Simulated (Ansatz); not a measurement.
Geometry optimisation of CH$_{9}$BSi$_{2}$, SMILES `CB([SiH3])[SiH3]`.

```yaml
crystal:
  periodic: [false, false, false]
  atoms:
    - {symbol: C, position_ang: [-0.580240, 1.456238, -0.807733]}
    - {symbol: B, position_ang: [-0.058865, 0.151049, -0.124055]}
    - {symbol: Si, position_ang: [1.114546, 0.287907, 1.527223]}
    - {symbol: Si, position_ang: [-0.539957, -1.699821, -0.792120]}
    - {symbol: H, position_ang: [-0.020699, 2.389057, -0.592119]}
    - {symbol: H, position_ang: [-0.794863, 1.374962, -1.893097]}
    - {symbol: H, position_ang: [-1.584300, 1.585865, -0.323139]}
    - {symbol: H, position_ang: [1.304819, -0.994485, 2.294965]}
    - {symbol: H, position_ang: [0.601090, 1.336049, 2.487691]}
    - {symbol: H, position_ang: [2.482409, 0.749308, 1.072390]}
    - {symbol: H, position_ang: [-1.422716, -1.741426, -2.016360]}
    - {symbol: H, position_ang: [-1.218672, -2.490771, 0.301970]}
    - {symbol: H, position_ang: [0.737749, -2.438731, -1.120918]}
basis:
  gaussian: {orbitals: def2-TZVP}
hamiltonian: {xc: pbe0, dispersion: d4}
relax: {f_tol: 0.005, max_steps: 150}
```

```sh
$ ansatz run in.yaml --threads 4 --pin off --events-out ev --progress --plain
```

Shortened log:

```
Functional definition: PBE0
mean field -17606.16320101 eV, -647.0145637511 hartree, gradient 2.7e-5 eV, S^2 0.000000; 0 other end points of the search recorded, 0 dependent functions left out
relax step   1: F+E_penalty+E_count = -17606.39560563 eV  Δ(F+E_penalty+E_count) = +0.000e0 eV  max|allowed force component| = 5.227e-1 eV/Å  Δτ_max = 0.0000 Å  (28 SCF iters, accepted)
mean field -17606.19506554 eV, -647.0157347510 hartree, gradient 1.0e-5 eV, S^2 0.000000; 0 other end points of the search recorded, 0 dependent functions left out
relax step   2: F+E_penalty+E_count = -17606.42854994 eV  Δ(F+E_penalty+E_count) = -3.294e-2 eV  max|allowed force component| = 1.446e-1 eV/Å  Δτ_max = 0.0275 Å  (31 SCF iters, accepted)
mean field -17606.19714464 eV, -647.0158111566 hartree, gradient 1.0e-5 eV, S^2 0.000000; 0 other end points of the search recorded, 0 dependent functions left out
relax step   3: F+E_penalty+E_count = -17606.43085077 eV  Δ(F+E_penalty+E_count) = -2.301e-3 eV  max|allowed force component| = 1.934e-2 eV/Å  Δτ_max = 0.0121 Å  (31 SCF iters, accepted)
mean field -17606.19733536 eV, -647.0158181652 hartree, gradient 1.0e-5 eV, S^2 0.000000; 0 other end points of the search recorded, 0 dependent functions left out
relax step   4: F+E_penalty+E_count = -17606.43102391 eV  Δ(F+E_penalty+E_count) = -1.731e-4 eV  max|allowed force component| = 6.045e-3 eV/Å  Δτ_max = 0.0059 Å  (31 SCF iters, accepted)
mean field -17606.19742860 eV, -647.0158215919 hartree, gradient 1.3e-5 eV, S^2 0.000000; 0 other end points of the search recorded, 0 dependent functions left out
relax step   5: F+E_penalty+E_count = -17606.43110462 eV  Δ(F+E_penalty+E_count) = -8.072e-5 eV  max|allowed force component| = 4.715e-3 eV/Å  Δτ_max = 0.0051 Å  (23 SCF iters, accepted)
mean field -17606.19792630 eV, -647.0158398821 hartree, gradient 1.0e-5 eV, S^2 0.000000; 0 other end points of the search recorded, 0 dependent functions left out
relax step   6: F+E_penalty+E_count = -17606.43149753 eV  Δ(F+E_penalty+E_count) = -3.929e-4 eV  max|allowed force component| = 1.621e-2 eV/Å  Δτ_max = 0.0437 Å  (30 SCF iters, accepted)
mean field -17606.19828096 eV, -647.0158529155 hartree, gradient 1.0e-5 eV, S^2 0.000000; 0 other end points of the search recorded, 0 dependent functions left out
relax step   7: F+E_penalty+E_count = -17606.43182263 eV  Δ(F+E_penalty+E_count) = -3.251e-4 eV  max|allowed force component| = 2.474e-2 eV/Å  Δτ_max = 0.0429 Å  (30 SCF iters, accepted)
mean field -17606.19874390 eV, -647.0158699281 hartree, gradient 1.1e-5 eV, S^2 0.000000; 0 other end points of the search recorded, 0 dependent functions left out
relax step   8: F+E_penalty+E_count = -17606.43227517 eV  Δ(F+E_penalty+E_count) = -4.525e-4 eV  max|allowed force component| = 5.444e-2 eV/Å  Δτ_max = 0.0707 Å  (30 SCF iters, accepted)
mean field -17606.19908447 eV, -647.0158824441 hartree, gradient 1.0e-5 eV, S^2 0.000000; 0 other end points of the search recorded, 0 dependent functions left out
relax step   9: F+E_penalty+E_count = -17606.43267812 eV  Δ(F+E_penalty+E_count) = -4.030e-4 eV  max|allowed force component| = 5.203e-2 eV/Å  Δτ_max = 0.0206 Å  (30 SCF iters, accepted)
mean field -17606.19949280 eV, -647.0158974498 hartree, gradient 1.1e-5 eV, S^2 0.000000; 0 other end points of the search recorded, 0 dependent functions left out
relax step  10: F+E_penalty+E_count = -17606.43343768 eV  Δ(F+E_penalty+E_count) = -7.596e-4 eV  max|allowed force component| = 5.051e-2 eV/Å  Δτ_max = 0.0904 Å  (29 SCF iters, accepted)
mean field -17606.19968890 eV, -647.0159046564 hartree, gradient 1.0e-5 eV, S^2 0.000000; 0 other end points of the search recorded, 0 dependent functions left out
relax step  11: F+E_penalty+E_count = -17606.43358226 eV  Δ(F+E_penalty+E_count) = -1.446e-4 eV  max|allowed force component| = 6.399e-2 eV/Å  Δτ_max = 0.0407 Å  (30 SCF iters, accepted)
mean field -17606.20008649 eV, -647.0159192674 hartree, gradient 1.0e-5 eV, S^2 0.000000; 0 other end points of the search recorded, 0 dependent functions left out
relax step  12: F+E_penalty+E_count = -17606.43396741 eV  Δ(F+E_penalty+E_count) = -3.852e-4 eV  max|allowed force component| = 4.387e-2 eV/Å  Δτ_max = 0.0069 Å  (31 SCF iters, accepted)
mean field -17606.20034255 eV, -647.0159286773 hartree, gradient 1.0e-5 eV, S^2 0.000000; 0 other end points of the search recorded, 0 dependent functions left out
relax step  13: F+E_penalty+E_count = -17606.43424885 eV  Δ(F+E_penalty+E_count) = -2.814e-4 eV  max|allowed force component| = 5.398e-3 eV/Å  Δτ_max = 0.0165 Å  (30 SCF iters, accepted)
mean field -17606.20046884 eV, -647.0159333185 hartree, gradient 1.0e-5 eV, S^2 0.000000; 0 other end points of the search recorded, 0 dependent functions left out
relax step  14: F+E_penalty+E_count = -17606.43441854 eV  Δ(F+E_penalty+E_count) = -1.697e-4 eV  max|allowed force component| = 6.653e-3 eV/Å  Δτ_max = 0.0357 Å  (30 SCF iters, accepted)
mean field -17606.20040691 eV, -647.0159310428 hartree, gradient 1.1e-5 eV, S^2 0.000000; 0 other end points of the search recorded, 0 dependent functions left out
relax step  15: F+E_penalty+E_count = -17606.43439783 eV  Δ(F+E_penalty+E_count) = +2.071e-5 eV  max|allowed force component| = 4.295e-2 eV/Å  Δτ_max = 0.0968 Å  (28 SCF iters, rejected (line search))
mean field -17606.20064870 eV, -647.0159399285 hartree, gradient 1.0e-5 eV, S^2 0.000000; 0 other end points of the search recorded, 0 dependent functions left out
relax step  16: F+E_penalty+E_count = -17606.43459758 eV  Δ(F+E_penalty+E_count) = -1.790e-4 eV  max|allowed force component| = 8.648e-3 eV/Å  Δτ_max = 0.0470 Å  (30 SCF iters, accepted)
mean field -17606.20056942 eV, -647.0159370149 hartree, gradient 1.1e-5 eV, S^2 0.000000; 0 other end points of the search recorded, 0 dependent functions left out
relax step  17: F+E_penalty+E_count = -17606.43456613 eV  Δ(F+E_penalty+E_count) = +3.145e-5 eV  max|allowed force component| = 3.585e-2 eV/Å  Δτ_max = 0.0735 Å  (29 SCF iters, rejected (line search))
mean field -17606.20075683 eV, -647.0159439018 hartree, gradient 1.0e-5 eV, S^2 0.000000; 0 other end points of the search recorded, 0 dependent functions left out
relax step  18: F+E_penalty+E_count = -17606.43469666 eV  Δ(F+E_penalty+E_count) = -9.907e-5 eV  max|allowed force component| = 1.314e-2 eV/Å  Δτ_max = 0.0363 Å  (29 SCF iters, accepted)
mean field -17606.20072216 eV, -647.0159426280 hartree, gradient 1.0e-5 eV, S^2 0.000000; 0 other end points of the search recorded, 0 dependent functions left out
relax step  19: F+E_penalty+E_count = -17606.43470429 eV  Δ(F+E_penalty+E_count) = -7.636e-6 eV  max|allowed force component| = 2.144e-2 eV/Å  Δτ_max = 0.0487 Å  (30 SCF iters, accepted)
mean field -17606.20079374 eV, -647.0159452584 hartree, gradient 7.7e-6 eV, S^2 0.000000; 0 other end points of the search recorded, 0 dependent functions left out
relax step  20: F+E_penalty+E_count = -17606.43475245 eV  Δ(F+E_penalty+E_count) = -4.816e-5 eV  max|allowed force component| = 1.554e-2 eV/Å  Δτ_max = 0.0077 Å  (24 SCF iters, accepted)
mean field -17606.20080676 eV, -647.0159457369 hartree, gradient 2.5e-5 eV, S^2 0.000000; 0 other end points of the search recorded, 0 dependent functions left out
relax step  21: F+E_penalty+E_count = -17606.43476684 eV  Δ(F+E_penalty+E_count) = -1.439e-5 eV  max|allowed force component| = 9.003e-3 eV/Å  Δτ_max = 0.0038 Å  (22 SCF iters, accepted)
mean field -17606.20080474 eV, -647.0159456626 hartree, gradient 1.5e-5 eV, S^2 0.000000; 0 other end points of the search recorded, 0 dependent functions left out
relax step  22: F+E_penalty+E_count = -17606.43477926 eV  Δ(F+E_penalty+E_count) = -1.242e-5 eV  max|allowed force component| = 1.225e-3 eV/Å  Δτ_max = 0.0065 Å  (23 SCF iters, accepted)
mean field -17606.20080952 eV, -647.0159458383 hartree, gradient 1.0e-5 eV, S^2 0.000000; 0 other end points of the search recorded, 0 dependent functions left out
relax step  23: F+E_penalty+E_count = -17606.43478583 eV  Δ(F+E_penalty+E_count) = -6.564e-6 eV  max|allowed force component| = 1.385e-3 eV/Å  Δτ_max = 0.0133 Å  (30 SCF iters, accepted)
mean field -17606.20080952 eV, -647.0159458383 hartree, gradient 4.5e-5 eV, S^2 0.000000; 1 other end points of the search recorded, 0 dependent functions left out
Total energy: -17606.43482459 eV, -647.0245457335 hartree
Atom 0 at    -0.711473     1.438559    -0.724423 Å, force    -0.001256     0.000493     0.000365 eV/Å
Atom 1 at    -0.054846     0.166708    -0.118819 Å, force     0.000817    -0.001385     0.000667 eV/Å
Atom 2 at     1.160357     0.305672     1.486571 Å, force    -0.000117     0.000294    -0.000343 eV/Å
Atom 3 at    -0.439676    -1.680318    -0.835583 Å, force    -0.000074     0.000673    -0.000123 eV/Å
Atom 4 at    -0.206783     2.384048    -0.511790 Å, force     0.000327     0.000035     0.000012 eV/Å
Atom 5 at    -0.972825     1.379387    -1.783293 Å, force     0.000074    -0.000079    -0.000226 eV/Å
Atom 6 at    -1.673820     1.490381    -0.181273 Å, force     0.000156     0.000255    -0.000472 eV/Å
Atom 7 at     1.113412    -0.885541     2.379302 Å, force    -0.000070    -0.000513     0.000034 eV/Å
Atom 8 at     0.919558     1.524427     2.311819 Å, force    -0.000230     0.000599     0.000645 eV/Å
Atom 9 at     2.548837     0.398566     0.940077 Å, force     0.000688     0.000088    -0.000348 eV/Å
Atom 10 at    -1.018545    -1.704780    -2.209499 Å, force    -0.000188    -0.000235    -0.000753 eV/Å
Atom 11 at    -1.425696    -2.317252     0.088923 Å, force    -0.000370    -0.000179     0.000363 eV/Å
Atom 12 at     0.781802    -2.534655    -0.827313 Å, force     0.000244    -0.000047     0.000181 eV/Å
Dipole moment:    -0.140513     0.221944    -0.094575 e Å
```

Run time 47 s (4 threads of a server CPU on a shared host); peak host memory 0.53 GiB.
